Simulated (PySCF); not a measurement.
**Working out the ionisation energy of Ca⁵⁺**

Ca⁵⁺ [Ne] 3s2 3p3 (4S) → Ca⁶⁺ [Ne] 3s2 3p2 (3P). All numbers are calculated (PySCF 2.14, the non-relativistic Hamiltonian (point nucleus), in an uncontracted even-tempered set (18 s from 0.19 bohr⁻², ratio 2.5; 12 p from 0.24 bohr⁻², ratio 2.5; 5 d from 1.9 bohr⁻², ratio 2.7; 5 f from 2.9 bohr⁻², ratio 2.7)). Frozen: 1s2; the 18 highest virtual orbitals dropped. Energies in hartree (1 hartree = 27.21139 eV):

```csv
part,Ca⁵⁺ (lower),Ca⁶⁺ (upper)
UHF,-668.866661,-664.930611
MP2 opposite-spin,-0.315003,-0.307240
MP2 same-spin,-0.118307,-0.105205
```

What does Hartree-Fock give?

(-664.930611) − (-668.866661) = 3.936050 hartree = 107.105 eV.

What do MP2 and SCS-MP2 (6/5 opposite-spin, 1/3 same-spin) give?

The opposite-spin parts differ by 0.211 eV and the same-spin parts by 0.357 eV. MP2: 107.105 + (0.211) + (0.357) = 107.673 eV. SCS-MP2: 107.105 + 1.2 × (0.211) + (0.357)/3 = 107.477 eV.

A first-order spin-orbit estimate adds -0.303 eV to MP2 (outer shells), giving 107.370 eV against 108.78 ± 0.25 eV (semi-empirical (NIST evaluation); NIST Atomic Spectra Database, ionization energies).

The calculation is non-relativistic.

What remains against the reference includes basis incompleteness, the frozen core and correlation beyond second order.
